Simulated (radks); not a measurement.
Correlation energies from several functionals, in hartree. Species: Mg [Ne] 3s2; Sb4+ [Kr] 4d10 5s1; F2+ [He] 2s2 2p3; Be+ [He] 2s1; Hg+ [Xe] 4f14 5d10 6s1. Method: non-relativistic Kohn-Sham, exchange-only PBE, spin-polarised, spherical densities, point nucleus; computed with a radial shooting solver on a logarithmic mesh with Libxc functionals. Every spin shell is full or empty, so the densities are truly spherical. Functionals are evaluated on that one density, not self-consistently.

| functional | Mg | Sb4+ | F2+ | Be+ | Hg+ |
|---|---|---|---|---|---|
| PW92 | -0.88652 | -4.6706 | -0.48613 | -0.17263 | -8.2760 |
| VWN5 | -0.89063 | -4.6914 | -0.48895 | -0.17346 | -8.3100 |
| Wigner | -0.60409 | -2.5228 | -0.27776 | -0.10851 | -4.2694 |
| Chachiyo | -0.86940 | -4.6116 | -0.47017 | -0.16922 | -8.1854 |
| PBE | -0.40739 | -2.5904 | -0.19366 | -0.053621 | -4.8744 |
| PBEsol | -0.48189 | -2.9277 | -0.23410 | -0.068464 | -5.4538 |
| P86 | -0.46200 | -2.9313 | -0.21367 | -0.054503 | -5.4727 |
| PW91 | -0.44701 | -2.8039 | -0.21738 | -0.061709 | -5.2284 |
| AM05 | -0.79693 | -4.3566 | -0.43440 | -0.15089 | -7.8004 |
| TPSS | -0.41205 | -2.5909 | -0.19910 | -0.051879 | -4.8710 |
| SCAN | -0.41010 | -2.5733 | -0.19573 | -0.050302 | -4.9071 |
| r2SCAN | -0.41321 | -2.5873 | -0.19706 | -0.050369 | -4.9210 |
